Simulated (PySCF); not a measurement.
SMILES CB([Si](Cl)(Cl)Cl)C (B3LYP/def2-SVP optimised geometry):

```
13

Si     1.500     0.018     0.000
Cl     2.119     0.374    -1.961
Cl     2.332    -1.790     0.606
Cl     2.313     1.507     1.208
B     -0.533     0.018     0.000
C     -1.287    -1.350    -0.059
C     -1.262     1.402     0.000
H     -0.734    -2.179    -0.526
H     -2.303    -1.282    -0.480
H     -1.410    -1.641     1.007
H     -2.332     1.349     0.256
H     -1.201     1.759    -1.051
H     -0.766     2.179     0.603
```

Level of theory: B3LYP/def2-TZVP run with PySCF.

Q: What are the frontier orbital energies and the dipole moment?

A: HOMO-2 -9.01 eV, HOMO-1 -8.72 eV, HOMO -7.94 eV, LUMO -2.24 eV, LUMO+1 -0.26 eV; dipole moment 2.88 D.

On the same geometry PBE/def2-TZVP (PySCF) gives HOMO-2 -7.86 eV, HOMO-1 -7.59 eV, HOMO -6.89 eV, LUMO -2.99 eV, LUMO+1 -1.00 eV; dipole moment 2.86 D.

Meta-Löwdin charges at B3LYP/def2-TZVP: Si1 0.87, Cl2 -0.29, Cl3 -0.29, Cl4 -0.29, B5 0.07, C6 -0.44, C7 -0.44, H8 0.13, H9 0.12, H10 0.15, H11 0.12, H12 0.15, H13 0.13.
